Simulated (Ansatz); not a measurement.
H9NOSi3 can be A, `[SiH3]N[SiH2]O[SiH3]`, or B, `N[SiH]([SiH3])O[SiH3]`.

Computed with Ansatz on PBE0-D4/def2-TZVP structures; ΔE is electronic, products minus reactants. CBS: MP2 limit from def2 TZ/QZ plus the TZ coupled-cluster correction, frozen cores. DFT in def2-TZVPP. B3LYP here is the variant with VWN-RPA as its local correlation; programs differ in this. Each species was taken in one conformer, which may not be the lowest.

Question: Which is lower in electronic energy at CCSD(T)/CBS, and by how much? (Best estimate.)

Answer: Computed: A, by 63.2 kJ/mol.

Question: Give E(B) − E(A) in kJ/mol with B2PLYP, PBE-D4, MP2/def2-TZVPP, CCSD/def2-TZVPP, PBE0-D4, B3LYP, CCSD(T)/def2-TZVPP. (An estimate is asked.)

Answer: The calculation gave: B2PLYP 63.7, PBE-D4 40.3, MP2/def2-TZVPP 70.9, CCSD/def2-TZVPP 65.5, PBE0-D4 47.7, B3LYP 57.8, CCSD(T)/def2-TZVPP 63.5. None reverses the order clearly.

Largest T1 diagnostic: 0.012.

From PBE to PBE0 (25 % exact exchange), in def2-TZVPP and without D4, E(B) − E(A) moves by +7.6 kJ/mol. In def2-TZVPP, CCSD(T) changes the Hartree–Fock value by −14.9 kJ/mol (the triples alone add −2.0 kJ/mol) and MP2 by −7.5 kJ/mol.
